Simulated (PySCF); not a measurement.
Deuteron quadrupole couplings in `O=C(O)C[Si@@H](O)O[SiH3]`

C₂H₈O₄Si₂.
SMILES with atom numbers: `[O:1]=[C:2]([OH:3])[CH2:4][Si@@H:5]([OH:6])[O:7][SiH3:8]` (hydrogens: H9 on O3; H10, H11 on C4; H12 on Si5; H13 on O6; H14, H15, H16 on Si8)

Cartesian coordinates in Å at the GFN2-xTB level; atoms count from 1:
```
atom  x, y, z in Å
O1    -2.0255    0.3476   -1.3187
C2    -1.7489    0.1203   -0.1601
O3    -1.8910    1.0553    0.7895
C4    -1.1540   -1.1361    0.3336
Si5    0.5874   -1.2410   -0.4839
O6     0.4122   -0.9521   -2.0603
O7     1.5469   -0.1653    0.2418
Si8    2.0325    1.2927    0.7735
H9    -2.2264    1.8791    0.4024
H10   -1.1168   -1.1398    1.4171
H11   -1.7379   -1.9805   -0.0212
H12    1.2105   -2.5363   -0.3104
H13   -0.3882   -0.5128   -2.3647
H14    3.2015    0.9859    1.5910
H15    0.9423    1.8784    1.5541
H16    2.3480    2.1134   -0.3950
```

Level: PBE0/pcSseg-1 (PySCF, non-relativistic); Q(2H) = 0.00286 b; rigid geometry, the same for H and D, with no vibrational averaging.

Task: Rank these positions by the coupling χzz of a deuteron there, largest first.
A. H9 (acid proton)
B. H14 (Si–H hydrogen)
C. H12 (Si–H hydrogen)
D. H10 (methylene hydrogen)
E. H13 (hydroxyl hydrogen)

Result: E (308 kHz), A (292 kHz), D (215 kHz), C (114 kHz), B (109 kHz).

Task: Give the electric field gradient Vzz (the principal value of largest size), its asymmetry and the 2H coupling at each hydrogen.

Result: 
```tsv
atom	bonded to	bond length (Å)	Vzz (au)	η	χzz (kHz)
H9	O3	0.970	0.4341	0.09	292
H10	C4	1.084	0.3199	0.06	215
H11	C4	1.086	0.3192	0.05	215
H12	Si5	1.448	0.1690	0.02	114
H13	O6	0.962	0.4583	0.06	308
H14	Si8	1.459	0.1626	0.02	109
H15	Si8	1.463	0.1585	0.02	107
H16	Si8	1.462	0.1596	0.02	107
```

Task: Average by the element that carries the hydrogen.

Result: on O: 300 kHz over 2 positions, mean bond length 0.966 Å; on C: 215 kHz over 2 positions, mean bond length 1.085 Å; on Si: 109 kHz over 4 positions, mean bond length 1.458 Å.

Task: Give the 2H NMR doublet splittings at H12 for a magnetic field along the z, y and x axes of the gradient: 3χ/2, 3χ(1 + η)/4, 3χ(1 − η)/4.

Result: With |χ| = 113.6 kHz and η = 0.021: 170, 87 and 83 kHz, to first order and without motion.

Isolated species at its GFN2-xTB geometry (one conformer only). GFN2-xTB frequencies show an imaginary mode (30i cm⁻¹), so this geometry is no minimum at that level. GFN2-xTB bond lengths can be off by several hundredths of an ångström, more for odd bonds, and the gradients follow them. A larger basis could move these couplings by a tenth or more.
